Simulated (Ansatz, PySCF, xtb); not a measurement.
Reaction R1 → P1, each structure at its B3LYP-D3(BJ)/def2-TZVP stationary point, reached from a drawn start; harmonic modes at that level show minima.
R1, C2H6O (SMILES CCO) (charge 0, multiplicity 1):
```xyz
9

C     -0.919     0.266     0.351
C      0.307    -0.329    -0.306
O      1.443     0.427     0.115
H     -1.815    -0.284     0.055
H     -1.041     1.310     0.057
H     -0.829     0.224     1.437
H      0.417    -1.381    -0.015
H      0.205    -0.293    -1.398
H      2.231     0.059    -0.296
```
P1, C2H6O (SMILES CCO) (charge 0, multiplicity 1, Z-matrix in Å and degrees):
```
C
H 1 1.0909
H 1 1.0974 2 107.33
O 1 1.4249 2 105.23 3 117.79
H 4 0.9634 1 108.47 2 -179.88
C 1 1.5193 2 110.40 3 -120.22
H 6 1.0910 1 110.58 2 -60.60
H 6 1.0926 7 108.56 1 -121.65
H 6 1.0936 7 108.24 8 -116.57
```

P less R. No zero-point or thermal terms.

Cores are frozen in the correlated methods.

Codes used: Ansatz (Gaussian orbitals); PySCF for the D3/D4 terms; xtb for the GFN methods. Each number belongs to the level named beside it.

| level | reaction energy (kcal/mol) |
|---|---|
| GFN2-xTB | -1.51 |
| SVWN5/def2-TZVPP | -0.09 |
| revPBE/def2-TZVPP | -0.10 |
| r2SCAN/def2-TZVPP | 0.00 |
| r2SCAN-D3(BJ)/def2-TZVPP | -0.01 |
| BHLYP/def2-TZVPP | 0.15 |
| BHLYP-D3(BJ)/def2-TZVPP | 0.09 |
| CAM-B3LYP-D3(BJ)/def2-TZVPP | ___ |
| SCS-MP2/cc-pVTZ | ___ |

Task: What belongs in the gaps?

Result: 
- CAM-B3LYP-D3(BJ)/def2-TZVPP, reaction energy (kcal/mol): 0.07
- SCS-MP2/cc-pVTZ, reaction energy (kcal/mol): 0.09

Ansatz is a quantum-chemistry and plane-wave program.
